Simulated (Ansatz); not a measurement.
`O/C([SiH3])=C\I` + H₂ → `O/C=C\I` + SiH₄ at 400 K and 1 bar (hydrogenolysis of a C–Si bond).

Computed with Ansatz on PBE0-D4/def2-TZVP structures; ΔE is electronic, products minus reactants. CCSD(T)/CBS adds triple-zeta CCSD(T) − MP2 to the extrapolated MP2 energy (def2 sets, frozen cores). This one scheme is used for every species. Double bonds are as drawn, so ΔE can hold a change between cis and trans. def2 core potentials past Kr. For I outer-core shells are correlated without core-valence functions, which leaves a few kJ/mol of doubt a bond. Each species was taken in one conformer, which may not be the lowest.

```csv
species,CCSD(T)/CBS energy (Eh),H − E (kJ/mol),S (J/(mol·K))
`O/C([SiH3])=C\I`,-740.77567,195.9,394.1
H₂,-1.17544,38.0,139.0
`O/C=C\I`,-450.49539,146.6,328.0
SiH₄,-291.46306,96.9,218.6
```

H − E and S are ideal-gas, rigid-rotor, harmonic terms from PBE0-D4/def2-TZVP, for one conformer and one mirror image of each species. For small species the MP2-based limit differs from directly extrapolated CCSD(T) by up to some mEh (0.8 for H₂); such offsets cancel only in part. 1 Eh = 2625.50 kJ/mol, R = 8.31446 J/(mol·K).

Q: By hand: ΔE, ΔH, ΔS and ΔG.

A: ΔE = (-450.49539) + (-291.46306) − (-740.77567) − (-1.17544) = -0.00734 Eh = -19.3 kJ/mol. Δ(H − E) = 146.6 + 96.9 − 195.9 − 38.0 = 9.6, so ΔH = -9.7 kJ/mol. ΔS = 328.0 + 218.6 − 394.1 − 139.0 = 13.5 J/(mol·K). ΔG = -9.7 − 400 × (13.5)/1000 = -15.1 kJ/mol.

Q: By hand: the equilibrium constant, and the temperature at which ΔG would vanish if ΔH and ΔS stayed fixed.

A: log₁₀ K = −ΔG/(RT ln 10) = 2.0. ΔH and −TΔS have one sign here, so there is no such temperature.

TΔS isn't small against ΔH here. A doubt of 5 kJ/mol in ΔE shifts log₁₀ K by 0.7 here. Other conformers and mirror images would add mixing entropy, several J/(mol·K) or more a flexible species. These are equilibria of isolated gas molecules and say nothing of rates. Largest T1 diagnostic: 0.012 (customary marks: 0.02 for closed shells, 0.045 for open ones).
